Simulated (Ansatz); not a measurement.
Steps of a relaxation of `F[SiH2]O[SiH](Cl)Cl` with RKS PBE0-D4/def2-TZVP.

```sh
$ ansatz run in.yaml --threads 4 --pin off --events-out ev --progress --plain --max-ram 10444MiB
```

```yaml
crystal:
  periodic: [false, false, false]
  atoms:
    - {symbol: F, position_ang: [-1.329134, 0.070841, -2.550762]}
    - {symbol: Si, position_ang: [-0.548474, 0.781582, -1.310964]}
    - {symbol: O, position_ang: [-0.197014, -0.424425, -0.213046]}
    - {symbol: Si, position_ang: [0.453460, -0.886978, 1.229743]}
    - {symbol: Cl, position_ang: [2.456540, -0.382661, 1.274354]}
    - {symbol: Cl, position_ang: [-0.508766, 0.101313, 2.767771]}
    - {symbol: H, position_ang: [0.721704, 1.373243, -1.832830]}
    - {symbol: H, position_ang: [-1.469334, 1.780202, -0.685854]}
    - {symbol: H, position_ang: [0.294817, -2.355616, 1.390588]}
basis:
  gaussian: {orbitals: def2-TZVP}
hamiltonian: {xc: pbe0, dispersion: d4}
relax: {f_tol: 0.005, max_steps: 150}
```

Positions (Å) and forces (eV/Å) along the path, 8 of 8 steps:

```xyz
9
step=1 energy=-45604.6005 eV
F    -1.329    0.071   -2.551    0.638    0.573    1.017
Si   -0.548    0.782   -1.311   -0.236   -1.007   -0.091
O    -0.197   -0.424   -0.213    0.230    0.446    0.307
Si    0.453   -0.887    1.230   -0.276    0.484   -0.708
Cl    2.457   -0.383    1.274   -0.576   -0.152    0.002
Cl   -0.509    0.101    2.768    0.286   -0.293   -0.434
H     0.722    1.373   -1.833   -0.321   -0.158    0.101
H    -1.469    1.780   -0.686    0.205   -0.256   -0.175
H     0.295   -2.356    1.391    0.049    0.364   -0.020
9
step=2 energy=-45604.6831 eV
F    -1.314    0.074   -2.523    0.376    0.347    0.597
Si   -0.542    0.776   -1.295   -0.219   -0.791   -0.139
O    -0.196   -0.421   -0.212    0.125    0.302    0.146
Si    0.448   -0.875    1.215   -0.270    0.132   -0.580
Cl    2.422   -0.382    1.267    0.018   -0.007   -0.013
Cl   -0.495    0.094    2.736   -0.022    0.000    0.008
H     0.714    1.358   -1.819   -0.072   -0.017    0.032
H    -1.459    1.761   -0.682    0.058   -0.042   -0.036
H     0.295   -2.329    1.383    0.005    0.075   -0.014
9
step=3 energy=-45604.7063 eV
F    -1.300    0.071   -2.493    0.028    0.036    0.041
Si   -0.537    0.762   -1.282   -0.074   -0.083   -0.113
O    -0.194   -0.417   -0.211    0.031    0.053    0.042
Si    0.443   -0.862    1.201   -0.037   -0.076   -0.048
Cl    2.420   -0.381    1.243    0.010    0.022    0.021
Cl   -0.513    0.099    2.719    0.017    0.021    0.017
H     0.711    1.348   -1.803    0.029    0.020   -0.001
H    -1.447    1.749   -0.672   -0.011    0.027    0.020
H     0.290   -2.311    1.367    0.007   -0.020    0.021
9
step=4 energy=-45604.7070 eV
F    -1.300    0.072   -2.495   -0.003    0.003   -0.007
Si   -0.539    0.761   -1.284   -0.022   -0.013   -0.039
O    -0.195   -0.418   -0.213    0.027    0.027    0.043
Si    0.441   -0.868    1.198   -0.005   -0.002   -0.007
Cl    2.416   -0.375    1.251    0.010   -0.011   -0.009
Cl   -0.502    0.102    2.720   -0.016   -0.006    0.004
H     0.711    1.350   -1.803    0.006    0.000    0.003
H    -1.447    1.751   -0.673   -0.001    0.002    0.007
H     0.290   -2.318    1.368    0.002    0.000    0.005
9
step=5 energy=-45604.7079 eV
F    -1.301    0.061   -2.492   -0.001   -0.004    0.001
Si   -0.540    0.765   -1.289   -0.015   -0.005   -0.028
O    -0.187   -0.399   -0.204    0.007    0.031    0.007
Si    0.443   -0.866    1.203    0.008   -0.007    0.015
Cl    2.422   -0.387    1.263   -0.003   -0.005   -0.004
Cl   -0.501    0.091    2.733   -0.003   -0.004   -0.006
H     0.705    1.355   -1.818    0.003   -0.001    0.007
H    -1.454    1.756   -0.686    0.004   -0.002    0.006
H     0.285   -2.316    1.359    0.000   -0.004    0.002
9
step=6 energy=-45604.7087 eV
F    -1.302    0.034   -2.483    0.012    0.009    0.019
Si   -0.543    0.772   -1.298    0.002   -0.022    0.011
O    -0.170   -0.360   -0.188   -0.003    0.012   -0.012
Si    0.449   -0.864    1.210   -0.005   -0.003   -0.008
Cl    2.432   -0.409    1.286   -0.007   -0.002    0.002
Cl   -0.496    0.070    2.754    0.004    0.000   -0.001
H     0.695    1.364   -1.842   -0.006    0.001   -0.004
H    -1.464    1.764   -0.708    0.000    0.001   -0.007
H     0.274   -2.315    1.338    0.004    0.006   -0.001
9
step=7 energy=-45604.7087 eV
F    -1.302    0.026   -2.477    0.003   -0.003    0.007
Si   -0.544    0.775   -1.299   -0.003   -0.005   -0.005
O    -0.164   -0.347   -0.182   -0.005    0.011   -0.010
Si    0.449   -0.863    1.213    0.006    0.000   -0.002
Cl    2.434   -0.418    1.294   -0.001    0.004    0.003
Cl   -0.494    0.064    2.762    0.004   -0.004   -0.005
H     0.689    1.368   -1.854    0.002   -0.004    0.006
H    -1.468    1.769   -0.720    0.002   -0.004    0.006
H     0.273   -2.316    1.331   -0.007    0.004    0.000
9
step=8 energy=-45604.7088 eV
F    -1.301    0.023   -2.476   -0.002   -0.002   -0.002
Si   -0.544    0.775   -1.300    0.001   -0.002    0.000
O    -0.163   -0.345   -0.182    0.001    0.001   -0.003
Si    0.450   -0.863    1.212   -0.003    0.001    0.004
Cl    2.435   -0.418    1.296   -0.003   -0.002    0.000
Cl   -0.493    0.062    2.762    0.001    0.002    0.001
H     0.689    1.368   -1.854   -0.001    0.001    0.002
H    -1.469    1.768   -0.719    0.003    0.000    0.000
H     0.269   -2.314    1.330    0.004    0.000   -0.003
```

Hardware: 4 threads of an Intel Xeon 6975P-C on a shared host. Wall time 24 s, peak host memory 0.78 GiB.
